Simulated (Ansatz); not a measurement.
FGa, charge +1, doublet, at a GFN2-xTB geometry (such geometries of metal compounds can be far from the true shape) (a state made from the parent by changing its charge; the spin is typed, not shown lowest). Base run: Ansatz (a quantum-chemistry and plane-wave program) with HF/pcseg-1.

Here is a job for Ansatz.
Ansatz 0.2 input:
```yaml
crystal:
  periodic: [false, false, false]
  atoms:
    - {symbol: Ga, position_ang: [-0.00000000, -0.00000000, -0.41893312]}
    - {symbol: F, position_ang: [0.00000000, 0.00000000, 1.44299185]}
basis:
  gaussian:
    orbitals: pcseg-1.json
hamiltonian:
  xc: hf
total_charge: 1
magnetization: {spin_polarized: true, initial_magnetization: 1}
```
The basis file holds pcseg-1 in the JSON format of the Basis Set Exchange.

The bond that is stretched is that between atoms 2 and 1. A test that says stable can miss a lower solution.

The base run was repeated with changes; each row names its change, and settings that it needs were set with it.

```csv
change,ΔE vs base (mEh),<S^2>,stability test says
base,0.000,0.780,minimum
spin_polarized = on; lower_state_search = off,0.000,0.780,undecided (no full test)
spin_polarized = on; lower_state_search = standard,0.000,0.780,minimum
bond × 1.25,10.599,0.754,minimum
spin_polarized = on; lower_state_search = off; bond × 1.25,11.368,0.793,undecided (no full test)
spin_polarized = on; lower_state_search = standard; bond × 1.25,10.599,0.754,minimum
bond × 1.5,0.188,0.753,minimum
spin_polarized = on; lower_state_search = off; bond × 1.5,5.578,0.756,undecided (no full test)
spin_polarized = on; lower_state_search = standard; bond × 1.5,0.188,0.753,minimum
bond × 1.8,-1.124,0.753,minimum
spin_polarized = on; lower_state_search = off; bond × 1.8,-1.124,0.753,undecided (no full test)
spin_polarized = on; lower_state_search = standard; bond × 1.8,-1.124,0.753,minimum
bond × 2.2,-0.216,0.753,minimum
spin_polarized = on; lower_state_search = off; bond × 2.2,-0.216,0.753,undecided (no full test)
spin_polarized = on; lower_state_search = standard; bond × 2.2,-0.216,0.753,minimum
bond × 3.0,0.824,0.753,minimum
spin_polarized = on; lower_state_search = off; bond × 3.0,165.1,1.753,undecided (no full test)
spin_polarized = on; lower_state_search = standard; bond × 3.0,0.824,0.753,minimum
```

On stretching, the SCF can end on different states; <S^2> shows the spin contamination of each.
